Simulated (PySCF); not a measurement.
**Polarisability and C₆ of Os²⁺ (osmium, charge +2)**

[Xe] 4f14 5d6, high-spin 5D determinant. Calculation: PySCF 2.14, in def2-TZVPPD with the def2 core potential (60 electrons); a scalar-relativistic core potential. Coupled (time-dependent) response in atomic units; α is the mean over directions.

```
 method  mean α (bohr³)         α xx, yy, zz  C₆ (like pair)  S(−4)
LC-wPBE           9.827  10.01, 10.01, 9.457           62.73  26.59
```

S(−4) is the Cauchy moment in α(ω) = α(0) + S(−4) ω² + …

Spin-orbit coupling is absent.

α(iu) at LC-wPBE:

```
u (hartree)  α(iu) (bohr³)
          0          9.827
     0.0500          9.761
      0.100          9.574
      0.200          8.945
      0.300          8.177
      0.500          6.752
      0.750          5.389
       1.00          4.367
       1.50          2.966
       2.00          2.102
       3.00          1.183
       5.00         0.5089
```

For an ion, C₆ is the dispersion term alone; charge-induced terms of lower order in 1/R come first.

The components differ because the open shell of this determinant is not spherical; for a pure term their mean is the scalar polarisability.

Energies and moments cover only the electrons outside the core potential. Spin-orbit coupling, absent here, splits the open shell strongly.
